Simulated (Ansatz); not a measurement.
`[F][Sn][SH]` + H–F → `[F][Sn][F]` + H₂S  (ligand exchange at the Sn–S bond)

Gas-phase electronic energies from Ansatz, PBE0-D4/def2-TZVP geometries. CCSD(T)/CBS adds triple-zeta CCSD(T) − MP2 to the extrapolated MP2 energy (def2 sets, frozen cores). This one scheme is used for every species. DFT in def2-TZVPP. B3LYP here is the variant with VWN-RPA as its local correlation; programs differ in this. Elements past krypton have def2 core potentials. For Sn outer-core shells are correlated without core-valence functions, which leaves a few kJ/mol of doubt a bond. Each species was taken in one conformer, which may not be the lowest.

`[F][Sn][SH]`:

Z-matrix (Å, degrees):
```
Sn
F 1 1.948
S 1 2.426 2 94.0
H 3 1.346 1 90.4 2 0.0
```

H–F:

```xyz
2

F    -0.159    0.029    0.430
H     0.159   -0.029   -0.430
```

`[F][Sn][F]`:

Z-matrix (Å, degrees):
```
Sn
F 1 1.932
F 1 1.932 2 95.7
```

H₂S:

```xyz
3

S    -0.169    0.470    0.366
H    -0.582   -0.799    0.233
H     0.751    0.329   -0.599
```

```json
{"level": "BLYP-D4", "ΔE (kJ/mol)": "-16.3", "difference from CCSD(T)/CBS": "-7.7"}
{"level": "r2SCAN-D4", "ΔE (kJ/mol)": "-11.1", "difference from CCSD(T)/CBS": "-2.5"}
{"level": "r2SCAN0-D4", "ΔE (kJ/mol)": "-5.1", "difference from CCSD(T)/CBS": "3.5"}
{"level": "B2PLYP", "ΔE (kJ/mol)": "-15.4", "difference from CCSD(T)/CBS": "-6.8"}
{"level": "B3LYP", "ΔE (kJ/mol)": "-18.7", "difference from CCSD(T)/CBS": "-10.1"}
{"level": "CAM-B3LYP", "ΔE (kJ/mol)": "-25.4", "difference from CCSD(T)/CBS": "-16.8"}
{"level": "MP2/def2-TZVPP", "ΔE (kJ/mol)": "-3.3", "difference from CCSD(T)/CBS": "5.3"}
{"level": "HF/def2-QZVPP", "ΔE (kJ/mol)": "-23.1", "difference from CCSD(T)/CBS": "-14.5"}
{"level": "CCSD/def2-QZVPP", "ΔE (kJ/mol)": "-13.9", "difference from CCSD(T)/CBS": "-5.3"}
{"level": "MP2/CBS(def2)", "ΔE (kJ/mol)": "-3.8", "difference from CCSD(T)/CBS": "4.8"}
{"level": "CCSD(T)/CBS", "ΔE (kJ/mol)": "-8.6", "difference from CCSD(T)/CBS": "0"}
```

Problem. What do rigid-rotor, harmonic-oscillator terms from PBE0-D4/def2-TZVP frequencies (298.15 K, 1 bar) make of the CCSD(T)/CBS value? (An estimate is asked.)

Solution. The calculation gave: ΔZPE = -4.7 kJ/mol, ΔH = -14.1 kJ/mol, ΔS = 7 J/(mol·K), ΔG = -16.1 kJ/mol.

Largest T1 diagnostic among the species: 0.017.

The D4 term adds +6.3 kJ/mol with B3LYP and +3.2 kJ/mol with PBE0; it sums over pairs of atoms, weighted by their polarisabilities, and B3LYP, whose exchange is more repulsive, gets the larger term. Leaving LDA and LC-ωPBE aside and taking each functional with its dispersion term where it has one, the values, not all of them listed here, spread over 20.9 kJ/mol, from CAM-B3LYP-D4 to HSE06-D4. LDA lies +8.4 kJ/mol from PBE without D4. From BLYP to BHLYP (50 % exact exchange), in def2-TZVPP and without D4, ΔE moves by +6.7 kJ/mol.
